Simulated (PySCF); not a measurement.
formyl cation (CHO), SMILES [O+]#C, charge +1. The structure is a stationary point at PBE-D3(BJ)/def2-TZVPD.

Problem. Give the equilibrium geometry at PBE-D3(BJ)/def2-TZVPD (PySCF confirms it by a frequency run) as Cartesian coordinates in Å, and its point group. (An estimate is asked for; the answer gives what the named calculation found.)

Solution. point group C∞v.
```xyz
3

C      0.0000     0.0000     0.5201
O      0.0000     0.0000    -0.5931
H      0.0000     0.0000     1.6248
```
Charge +1, spin multiplicity 1.
